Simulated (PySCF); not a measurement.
C₂H₉GaN, neutral, multiplicity 2. Atoms are numbered in the order given.

```xyz
13

Ga     0.4154     0.2045     0.0000
C     -0.5079     0.7259     1.7048
H     -0.1373     0.1767     2.5859
H     -0.3590     1.7995     1.9070
H     -1.5981     0.5569     1.6230
C     -0.5079     0.7259    -1.7048
H     -0.1373     0.1767    -2.5859
H     -1.5981     0.5569    -1.6230
H     -0.3590     1.7995    -1.9070
N     -0.2250    -1.9048     0.0000
H     -1.2460    -1.9739     0.0000
H      0.1141    -2.4049    -0.8232
H      0.1141    -2.4049     0.8232
```
Charge 0, spin multiplicity 2.

Geometry: r2SCAN-D4/def2-SVP. The multiplicity is an assumed one; no other spin state was optimised. The isomer is the one that the SMILES or the coordinates give; other isomers of the formula were not compared.

Level of theory: PySCF with TDA-PBE/def2-SVPD.

Vertical excitations. The molecule is in vacuum.

```json
[
 {"state": "root 1", "energy (eV)": "2.21", "λ (nm)": "560", "f": "0.034", "main pairs": "α HOMO→LUMO 99 %"},
 {"state": "root 2", "energy (eV)": "3.36", "λ (nm)": "369", "f": "0.045", "main pairs": "α HOMO→LUMO+1 99 %"},
 {"state": "root 3", "energy (eV)": "3.58", "λ (nm)": "346", "f": "0.079", "main pairs": "α HOMO→LUMO+2 98 %"},
 {"state": "root 4", "energy (eV)": "3.81", "λ (nm)": "326", "f": "0.040", "main pairs": "β HOMO→LUMO 96 %"},
 {"state": "root 5", "energy (eV)": "3.86", "λ (nm)": "321", "f": "0.074", "main pairs": "α HOMO→LUMO+3 100 %"},
 {"state": "root 6", "energy (eV)": "4.40", "λ (nm)": "282", "f": "0.059", "main pairs": "α HOMO→LUMO+4 99 %"},
 {"state": "root 7", "energy (eV)": "4.46", "λ (nm)": "278", "f": "0.025", "main pairs": "α HOMO→LUMO+5 99 %"},
 {"state": "root 8", "energy (eV)": "4.52", "λ (nm)": "274", "f": "0.071", "main pairs": "α HOMO→LUMO+6 99 %"},
 {"state": "root 9", "energy (eV)": "4.80", "λ (nm)": "259", "f": "0.000", "main pairs": "α HOMO−1→LUMO 39 %, β HOMO→LUMO+1 60 %"},
 {"state": "root 10", "energy (eV)": "4.87", "λ (nm)": "254", "f": "0.018", "main pairs": "α HOMO→LUMO+7 70 %, α HOMO−1→LUMO 15 %, β HOMO→LUMO+1 14 %"}
]
```
Unrestricted roots are not spin-pure.
